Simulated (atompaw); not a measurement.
**What one change does to a pseudopotential (O (Z = 8), PAW (atompaw))**

oxygen (O), PAW, made with atompaw 4.2.0.5 (LDA (PW92), scalar-relativistic). Core [He], reference 2s2 2p3 (charge +1). Waves: 2s (bound); 2s channel at -0.2 Ry; 2p (bound); 2p channel at -1.3 Ry. Local part: bessel scheme, radius 1.40 bohr. Core correction: smooth core density matched at 0.80 bohr. Augmentation charge: gaussian compensation charge, radius 1.50 bohr; PAW radius 1.55 bohr; waves and projectors: bloechl.

Change: wave 2p channel at -1.3 Ry becomes 2p channel at 5.18 Ry.

Cutoffs: the cutoffs (Ry, on a coarse ladder) from which the occupation-weighted sum of valence levels, in a spherical-Bessel basis at the reference potential, stays within 10 and 1 mRy of its value at 400 Ry; they do not see the model core or the augmentation charge, which bear on the density cutoff.

Problem. What does the change do?

Solution. The potential gets harder (35 Ry and 45 Ry → 45 Ry and 60 Ry); the range in which the p phases agree widens (upper end 1.6 → at the end of the scan); neither file shows a bound ghost.

```csv
quantity,base,changed
"cutoff, loose",35 Ry,45 Ry
"cutoff, tight",45 Ry,60 Ry
loose cutoff by channel (10 mRy a level),"s 18 Ry, p 30 Ry","s 18 Ry, p 35 Ry"
bound ghosts,none,none
s: phases at 1.55 bohr within 0.05 rad from the reference energy up to (Ry; the scan ends near 5),to the end of the scan,to the end of the scan
p: phases at 1.55 bohr within 0.05 rad from the reference energy up to (Ry; the scan ends near 5),1.6,to the end of the scan
lowest overlap eigenvalue by channel,"s 0.59, p 0.01","s 0.59, p 1.00"
```

 The cutoffs see the waves, projectors and local potential, not the compensation charge or the core.
